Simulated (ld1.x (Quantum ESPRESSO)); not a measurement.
## u(r) = r·R(r): atom against pseudo-atom (nickel)

Columns: radius, all-electron u(r) and pseudo u(r) of the 3p shell (level -110.53 eV) of nickel in the configuration [Ne] 3s2 3p6 3d7 4s0 4p0; PBEsol, scalar-relativistic, RRKJ scheme, ld1.x (Quantum ESPRESSO) 7.5.

| r (bohr) | all-electron | pseudo |
| --- | --- | --- |
| 0.053 | 0.3356 | -0.0177 |
| 0.105 | 0.6195 | -0.0693 |
| 0.158 | 0.6079 | -0.1559 |
| 0.210 | 0.3831 | -0.2718 |
| 0.262 | 0.0615 | -0.4133 |
| 0.315 | -0.2801 | -0.5753 |
| 0.368 | -0.5857 | -0.7433 |
| 0.420 | -0.8284 | -0.9004 |
| 0.473 | -1.0117 | -1.0390 |
| 0.525 | -1.1320 | -1.1431 |
| 0.578 | -1.2020 | -1.2102 |
| 0.630 | -1.2287 | -1.2371 |
| 0.683 | -1.2226 | -1.2297 |
| 0.735 | -1.1923 | -1.1963 |
| 0.788 | -1.1439 | -1.1449 |
| 0.840 | -1.0848 | -1.0848 |
| 0.893 | -1.0175 | -1.0175 |
| 0.945 | -0.9478 | -0.9478 |
| 0.998 | -0.8757 | -0.8757 |
| 1.050 | -0.8057 | -0.8057 |
| 1.102 | -0.7379 | -0.7379 |
| 1.155 | -0.6718 | -0.6718 |
| 1.208 | -0.6094 | -0.6094 |
| 1.260 | -0.5521 | -0.5521 |
| 1.313 | -0.4979 | -0.4979 |
| 1.365 | -0.4488 | -0.4488 |

Q: How many radial nodes do the two functions have?

A: The all-electron 3p function has n − l − 1 = 1; the pseudo-wave has 0, since the states of the same l below it are removed with the core.

Q: At about which radius was the pseudo-wave matched?

A: 0.85 bohr, where the columns begin to agree (steps of 0.05 bohr).

Q: Is the pseudo-wave norm-conserving?

A: Yes: the RRKJ scheme keeps the norm inside the radius equal to the all-electron one, which fixes the energy derivative of the logarithmic derivative at the level.
